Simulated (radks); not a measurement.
The numbers below are computed, except where a source is named.
All-electron atom: Ag3+ in [Kr] 4d8 (the NIST ground configuration).

Code: a radial shooting solver on a logarithmic mesh with Libxc functionals. Model: scalar-relativistic Kohn-Sham, SCAN, spin-polarised, spherical densities, finite nucleus; open shells are filled with parallel spins first (spin-orbit coupling, left out, can overturn this in heavy ions); meta-GGA in the generalised Kohn-Sham scheme; Fermi nuclear charge, rms radius 4.5454 fm.

Energy parts (eV):
| part | energy |
|---|---|
| total | -144618.719 |
| kinetic | 150248.929 |
| electron-nucleus | -347856.558 |
| Hartree | 57038.199 |
| exchange-correlation | -4049.288 |

Orbitals (lengths in bohr, moments of r in powers of bohr; r(max) is where P^2 peaks; r(90%) holds 90 % of the orbital's charge):
| orbital | occ. | eigenvalue (eV) | r(max) | <r^4> | <r^2> | r(90%) |
|---|---|---|---|---|---|---|
| 1s up | 1 | -25418.79 | 0.02016 | 4.459e-06 | 0.001309 | 0.0558 |
| 1s down | 1 | -25418.78 | 0.02016 | 4.459e-06 | 0.001309 | 0.0558 |
| 2s up | 1 | -3791.898 | 0.1138 | 0.0007911 | 0.02144 | 0.208 |
| 2s down | 1 | -3791.445 | 0.1138 | 0.0007910 | 0.02144 | 0.208 |
| 2p up | 3 | -3401.759 | 0.09118 | 0.0005688 | 0.01692 | 0.192 |
| 2p down | 3 | -3401.390 | 0.09118 | 0.0005687 | 0.01691 | 0.192 |
| 3s up | 1 | -733.6847 | 0.3320 | 0.03664 | 0.1546 | 0.541 |
| 3s down | 1 | -733.4978 | 0.3321 | 0.03661 | 0.1545 | 0.541 |
| 3p up | 3 | -604.3980 | 0.3255 | 0.03939 | 0.1564 | 0.552 |
| 3p down | 3 | -604.1513 | 0.3256 | 0.03934 | 0.1564 | 0.552 |
| 3d up | 5 | -401.5550 | 0.2743 | 0.03807 | 0.1424 | 0.547 |
| 3d down | 5 | -401.1069 | 0.2744 | 0.03798 | 0.1423 | 0.547 |
| 4s up | 1 | -137.6600 | 0.8241 | 1.299 | 0.9341 | 1.32 |
| 4s down | 1 | -135.5283 | 0.8226 | 1.295 | 0.9318 | 1.31 |
| 4p up | 3 | -99.8084 | 0.8758 | 1.921 | 1.114 | 1.45 |
| 4p down | 3 | -97.6099 | 0.8741 | 1.926 | 1.114 | 1.45 |
| 4d up | 5 | -44.9182 | 1.009 | 5.789 | 1.809 | 1.92 |
| 4d down | 3 | -42.8176 | 1.008 | 6.116 | 1.846 | 1.94 |

The highest occupied level is 4d down at -42.818 eV. The spin density at the nucleus is -1.812 e/bohr^3 (1s -0.089, 2s -0.867, 3s 0.827, 4s -1.684).
